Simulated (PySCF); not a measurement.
## Electron correlation in Pb²⁺ (lead, charge +2)

[Xe] 4f14 5d10 6s2, closed-shell 1S. Calculation: PySCF 2.14, in aug-cc-pVTZ-DK3; scalar relativity by spin-free X2C-1e. Frozen: [Xe] 4f14 5d10; 2 electrons correlated.

With two correlated electrons CCSD is exact within the correlated space (frozen core and kept virtual orbitals).

| level | correlation energy (mhartree) |
| --- | --- |
| CCSD | -27.42 |

Diagnostics: T1 = 0.0025, D1 = 0.0035, largest double amplitude 0.077.

Problem. Is a single reference adequate?

Solution. Mostly. T1 lies below 0.03, but a double amplitude of this size points to a near-degeneracy that CCSD handles and MP2 describes poorly.
